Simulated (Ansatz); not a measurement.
CH4ClFSn can be A, `F[CH2][SnH2][Cl]`, or B, `[F][SnH2][CH2]Cl`.

Isolated molecules relaxed with PBE0-D4/def2-TZVP in Ansatz; ΔE leaves out vibrations. CCSD(T)/CBS adds triple-zeta CCSD(T) − MP2 to the extrapolated MP2 energy (def2 sets, frozen cores). Functionals use def2-TZVPP. B3LYP here is the variant with VWN-RPA as its local correlation; programs differ in this. def2 core potentials past Kr. For Sn outer-core shells are correlated without core-valence functions, which leaves a few kJ/mol of doubt a bond. Each species was taken in one conformer, which may not be the lowest.

(1) Which isomer does CCSD(T)/CBS put lower? Give the gap. (An estimate is asked.)

(2) Give E(B) − E(A) in kJ/mol with MP2/def2-TZVPP, r2SCAN-D4, B3LYP, CCSD(T)/def2-TZVPP, HF/def2-TZVPP, ωB97M-V, PBE0-D4. (Best estimate.)

Largest T1 diagnostic: 0.012.

## Answers

(1) Computed: B, by 8.3 kJ/mol.

(2) Computed: MP2/def2-TZVPP -10.2, r2SCAN-D4 -1.2, B3LYP 1.3, CCSD(T)/def2-TZVPP -4.4, HF/def2-TZVPP 9.9, ωB97M-V -1.5, PBE0-D4 1.9. The order is the other way round with B3LYP, HF/def2-TZVPP, PBE0-D4.

In def2-TZVPP, CCSD(T) changes the Hartree–Fock value by −14.3 kJ/mol (the triples alone add −2.3 kJ/mol) and MP2 by −20.1 kJ/mol. From PBE to PBE0 (25 % exact exchange), in def2-TZVPP and without D4, E(B) − E(A) moves by +3.3 kJ/mol.
